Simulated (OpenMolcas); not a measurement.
# Sb I: from CASSCF to CASPT2

```yaml
Program: OpenMolcas 26.06
Basis: ANO-R1 [6s5p3d1f]
Scalar_Hamiltonian: X2C, finite nucleus
Active_space: 3 electrons in 3 orbitals (5p)
State_averaging: 2S+1 = 4 odd, 1 root; 2S+1 = 2 odd, 8 roots
Spin-orbit_coupling: RASSI with atomic mean-field integrals over the reference wave functions, term energies averaged over their components
```

Methods on the same reference wave functions:
A. CASSCF
B. SS-CASPT2, IPEA 0.25 Eh, imaginary shift 0.1 Eh (closed shells correlated: 4d 5s)

Energies in cm-1 above 5s2 5p3 4S* 3/2, the measured ground level; measured values from NIST Handbook of Basic Atomic Spectroscopic Data.

```json
{"Level": "5s2 5p3 4S* 3/2", "A": "0.0", "B": "0.0", "Measured": "0.0"}
{"Level": "5s2 5p3 2D* 3/2", "A": "12868", "B": "11970", "Measured": "8512"}
{"Level": "5s2 5p3 2D* 5/2", "A": "13707", "B": "12890", "Measured": "9854"}
{"Level": "5s2 5p3 2P* 1/2", "A": "22588", "B": "20670", "Measured": "16395"}
{"Level": "5s2 5p3 2P* 3/2", "A": "23751", "B": "21960", "Measured": "18464"}
```

Deviations, from unrounded energies. A percentage is the sum of absolute deviations over the sum of measured energies, with the sign that they share, or ± where signs differ.

```tsv
Against measurement	Levels	A	B
mean absolute deviation (cm-1)	4	4900	3600
other terms of the ground configuration (%)	4	+37.0	+26.8
```

B lies closest to measurement on these levels. The largest miss of B in the table is 5s2 5p3 2P* 1/2, by +4300 cm-1. The ranking rests on the paired levels alone, and a cruder setting can come out closer through cancelling errors.

From A to B the spin-free energies of the other terms of 5s2 5p3 shown, above 4S*, scale by factors of 0.91 to 0.94.

The lowest spin-free term lies below A's lowest term by 0.385 hartree in B.

CASPT2 does not keep the components of a term degenerate, so their means are used; among the terms shown or strongly mixed into the levels shown the widest spread is 110 cm-1 (5s2 5p3 2D*, B). With the s shell closed, the reference lacks s² → p² mixing. Some terms miss by over 15 % even with CASPT2, which points to a basis or an active space too small for the shells correlated (holds for B). Computed and measured levels are paired by configuration, term and J; levels that our copy of the source lacks, or whose pairing is in doubt (as where it misses far off the trend of its configuration), stay unpaired and out of the deviations. Levels of configurations outside the active space are missing.

* marks odd parity.
